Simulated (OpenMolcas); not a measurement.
# Mn, Tc, Re: d5 s2 down the group

| Property | Result |
| --- | --- |
| Program | OpenMolcas |
| Method | MS-CASPT2, IPEA 0.25 Eh, imaginary shift 0.1 Eh |
| Basis | ANO-RCC-VQZP |
| Scalar Hamiltonian | DKH2, point nucleus |
| Spin-orbit coupling | RASSI with atomic mean-field integrals over the reference wave functions, term energies averaged over their components |

Active space for each ion: 7 electrons in 6 orbitals (d s); closed shells correlated by CASPT2: Mn 3s 3p; Tc 4s 4p; Re 5s 5p.

Computed levels in cm-1 above 6S 5/2:

```
                               Level     Mn     Tc     Re
                             4G 11/2  28550  24270  18350
                              4G 9/2  28550  25220  18550
                              4P 3/2  28690  26110  16480
                              4P 1/2  28720  26160  17960
weight of 6S in the lowest level (%)    100     99     92
```

Mixed levels, with the weight of the term that names them: Mn 4P 3/2 (74 %), Tc 4G 11/2 (61 %), Tc 4G 9/2 (53 %), Tc 4P 3/2 (64 %), Re 4P 3/2 (51 %), Re 4P 1/2 (62 %).

Measured, with the error of the calculation in %. Measured levels: Mn, Tc, Re from NIST Handbook of Basic Atomic Spectroscopic Data.

```tsv
Level	Re
4G 11/2	16307 (+12.5)
4G 9/2	16619 (+11.6)
```

Without spin-orbit coupling 4G lies 28540, 24690, 17760 cm-1 above 6S in that order; the difference to the level 4G 11/2, of either sign, comes from spin-orbit coupling, which also lowers the zero.

CASPT2 does not keep the components of a term degenerate, so their means are used; among the terms shown or strongly mixed into the levels shown the widest spread is 1300 cm-1 (3d5 4s2 4G, Mn). Over all roots computed the reference weight is 0.82 to 0.90 in Mn, 0.83 to 0.89 in Tc; the roots of lowest weight are the least certain, and an intruder state may touch them. Terms from blocks run as CI alone lack orbitals of their own. The CASPT2 spread within a term exceeds the gap to the next term for 3d5 4s2 4G and 3d5 4s2 4P, so the order of their levels is uncertain, and so are names and mixing where such terms share a J (figures for Mn; the like holds for Tc, Re). Some high roots are left out of the spin-orbit mixing, which shifts the levels that they would mix with (holds for Mn). Blocks of more than 70 roots (2S+1 = 2 even) ran without multistate coupling (holds for Tc). Configurations are named by rounded mean occupations; where the s occupation lies near a half they are strongly mixed, a name can repeat and a true partner stay unpaired (holds for Tc; Re). Measured partners are found by configuration, term and J. A level has none where our copy of the source lacks it or the pairing is in doubt (some pairs that miss far off the trend of their configuration count as doubtful), and it then counts in no deviation. Levels of configurations outside the active space are missing.
